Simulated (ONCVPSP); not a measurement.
## u(r) = r·R(r): atom against pseudo-atom (Ti (Z = 22))

Columns: radius, all-electron u(r) and pseudo u(r) of the 3d shell (level -4.26 eV) of titanium in the configuration [Ar] 3d2 4s2; PBE, scalar-relativistic, ONCV scheme, ONCVPSP 4.0.1.

```
r (bohr)  all-electron  pseudo
   0.130        0.0574  0.0074
   0.260        0.2262  0.0551
   0.390        0.4132  0.1647
   0.520        0.5664  0.3296
   0.650        0.6740  0.5191
   0.780        0.7378  0.6916
   0.910        0.7655  0.8123
   1.040        0.7669  0.8655
   1.170        0.7506  0.8575
   1.300        0.7233  0.8086
   1.430        0.6895  0.7424
   1.560        0.6526  0.6774
   1.690        0.6146  0.6227
   1.820        0.5769  0.5784
   1.950        0.5403  0.5404
   2.080        0.5053  0.5053
   2.210        0.4723  0.4723
   2.340        0.4413  0.4413
   2.470        0.4123  0.4123
   2.600        0.3853  0.3852
   2.730        0.3600  0.3599
   2.860        0.3363  0.3362
   2.990        0.3141  0.3140
   3.120        0.2932  0.2932
   3.250        0.2737  0.2737
   3.380        0.2554  0.2554
```

Problem. How many radial nodes do the two functions have?

Solution. The all-electron 3d function has n − l − 1 = 0; the pseudo-wave has 0.

Problem. At about which radius was the pseudo-wave matched?

Solution. 2.15 bohr. The columns agree to 0.0005 from 1.95 bohr on; several derivatives are matched, so the curves merge somewhat inside the radius.

Problem. Where does each function peak?

Solution. Outermost all-electron maximum near 1.04 bohr, pseudo maximum near 1.04 bohr (to the table’s step).

Problem. Is the pseudo-wave norm-conserving?

Solution. Yes: the ONCV scheme keeps the norm inside the radius equal to the all-electron one, which fixes the energy derivative of the logarithmic derivative at the level.
